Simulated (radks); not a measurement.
Results of a calculation; reference values are marked as such.
These are the eigenvalues of the occupied orbitals of an atom or ion with whole-number occupations (eV). Level of theory: scalar-relativistic Kohn-Sham, PBE, spin-unpolarised, spherical densities, finite nucleus; Fermi nuclear charge, rms radius of each element as measured or else 0.836 A^(1/3) + 0.57 fm (a radial shooting solver on a logarithmic mesh with Libxc functionals).

orbital  eigenvalue
1s        -53689.42
2s        -8973.359
2p        -7967.128
3s        -2027.958
3p        -1718.967
3d        -1321.426
4s        -432.2713
4p        -330.4378
4d        -191.6546
5s         -83.5999
5p         -58.4170
4f         -40.5184
6s         -25.3070

Which element is it, and in what charge state? The configuration may be excited.

Answer. Z = 66, dysprosium, charge +3: Dy3+ in [Kr] 4d10 4f9 5s2 5p5 6s1. The list shows which subshells hold electrons but not how many an open one holds; the 1s level, -1973 hartree, gives Z - s = 62.8 by -(Z - s)^2/2, which with screening and relativity narrows Z to a few neighbours, and the depths of the outer levels then fix element, charge and occupations together.
